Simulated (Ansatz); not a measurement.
Other settings, tried on (HMg-mu-Cl)2 (Mg2H2Cl2).

```yaml
crystal:
  periodic: [false, false, false]
  atoms:
    - {symbol: Mg, position_ang: [-0.993558, -0.031656, 1.364324]}
    - {symbol: H, position_ang: [-1.982963, -0.060304, 2.730166]}
    - {symbol: Cl, position_ang: [0.797881, -1.408413, 0.548390]}
    - {symbol: Mg, position_ang: [0.992958, 0.031117, -1.364766]}
    - {symbol: H, position_ang: [1.988670, 0.065264, -2.725891]}
    - {symbol: Cl, position_ang: [-0.802988, 1.403992, -0.552202]}
basis:
  gaussian: {orbitals: "6-31G*"}
hamiltonian: {xc: {name: wB97X-V}}
scf: {omitted_lower_state_checks: [starts]}
output: {forces: true}
```

```sh
$ ansatz run in.yaml --threads 2 --pin off --events-out ev --progress --plain --max-ram 4352MiB
```

It prints (some lines left out):

```
Functional definition: wB97X-V
666 factors; integrals over basis functions are off by at most 2.2e-4 eV
248 factors; integrals over basis functions are off by at most 1.8e-5 eV
mean field evaluation 1: about -35962.9840 eV, gradient 1.7e1 eV
mean field evaluation 2: about -35963.9733 eV, gradient 9.0e0 eV
mean field evaluation 4: about -35964.1952 eV, gradient 2.1e-1 eV
mean field evaluation 8: about -35964.2279 eV, gradient 1.5e-2 eV
mean field -35964.22789942 eV, -1321.6609978745 hartree, gradient 3.4e-5 eV, S^2 0.000000; 0 other end points of the search recorded, 0 dependent functions left out
reference -35964.22789643 eV, -1321.6609977646 hartree; 30, 30 occupied and 50, 50 virtual orbitals, 666 factors
Total energy: -35964.22789643 eV, -1321.6609977646 hartree
Atom 0 at    -0.993558    -0.031656     1.364324 Å, force     0.096118     0.002420    -0.133710 eV/Å
Atom 1 at    -1.982963    -0.060304     2.730166 Å, force    -0.073650    -0.002308     0.101269 eV/Å
Atom 2 at     0.797881    -1.408413     0.548390 Å, force    -0.024701     0.045286    -0.016939 eV/Å
Atom 3 at     0.992958     0.031117    -1.364766 Å, force    -0.097632    -0.003670     0.132570 eV/Å
Atom 4 at     1.988670     0.065264    -2.725891 Å, force     0.073709     0.002334    -0.101217 eV/Å
Atom 5 at    -0.802988     1.403992    -0.552202 Å, force     0.026156    -0.044061     0.018026 eV/Å
Dipole moment:    -0.001247    -0.001108    -0.000933 e Å
Checks for a lower state left out: starts
```

Hardware: 2 threads of Intel Xeon 6975P-C on a shared host. Wall time 3.5 s.

The 6-31G sets use Cartesian d functions.
